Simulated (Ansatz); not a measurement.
A nudged elastic band was laid between two geometries of C2H5ClGeSe (10 atoms, charge 0, multiplicity 1).

Computed with RKS PBE0/def2-SVP (Ansatz).

| Quantity | Value |
| --- | --- |
| movable images | 7 |
| climbing image | yes |
| spring | 5.0 eV/Å² |
| optimiser | quadratic models (default) |
| start path | IDPP |
| force threshold | 0.05 eV/Å |
| iteration limit | 56 |
| end points | relaxed |

Image 0:

```xyz
10
Properties=species:S:1:pos:R:3
Cl -1.842 -1.040 1.502
Ge -1.171 0.697 0.353
C 0.114 0.162 -0.979
C 1.301 -0.427 -0.766
Se 2.051 -1.059 0.846
H -2.425 1.280 -0.313
H -0.571 1.652 1.396
H -0.136 0.412 -2.018
H 1.986 -0.602 -1.604
H 0.778 -1.125 1.586
```

Image 8:

```xyz
10
Properties=species:S:1:pos:R:3
Cl -2.949 -1.098 0.926
Ge -1.633 0.504 0.271
C -0.102 -0.253 -0.614
C 1.121 -0.159 -0.075
Se 2.684 -0.872 -0.867
H -2.483 1.378 -0.664
H -1.180 1.265 1.527
H -0.251 -0.770 -1.570
H 1.288 0.346 0.883
H 3.588 -0.392 0.186
```

What changes between the two ends?

No bond is made or broken. The dihedral H8–C3–C4–Se5 goes from -177 to 0°.

What energy profile does the band end with?

The run converged. The highest image is number 3 of 0 to 8, 2.63 eV above the first end and 2.67 eV above the last; the last end lies 0.04 eV below the first. The profile has 2 maxima (images 3, 7) with wells between them (image 6): this band takes more than one step, which may be the mechanism or a detour left from its start path. Neighbouring images differ by up to 1.9 eV, so the band resolves the path poorly. A vibrational analysis at the climbing image gives one clearly imaginary mode, 2226i cm⁻¹: a first-order saddle point.

```csv
image,path coordinate (Å),energy (eV),dihedral H8–C3–C4–Se5 (°)
0,0.00,0.00,-177
1,0.83,0.09,-170
2,1.67,0.81,-134
3,2.50,2.63,-68
4,4.07,0.69,-22
5,5.65,0.10,-7
6,7.22,0.02,2
7,8.79,0.11,6
8,10.37,-0.04,0
```

What is the geometry of the highest image?


```xyz
10
Properties=species:S:1:pos:R:3
Cl -1.656 -0.595 1.756
Ge -1.094 0.890 0.149
C 0.196 0.209 -1.053
C 1.414 -0.210 -0.532
Se 1.798 -1.509 0.753
H -2.402 1.161 -0.602
H -0.587 2.079 0.977
H -0.347 -0.520 -1.677
H 2.385 0.238 -0.827
H 0.376 -1.794 1.059
```

Time of the run: 32 min on 2 threads of Arm Neoverse V1, on a shared host, peak memory 0.44 GiB.
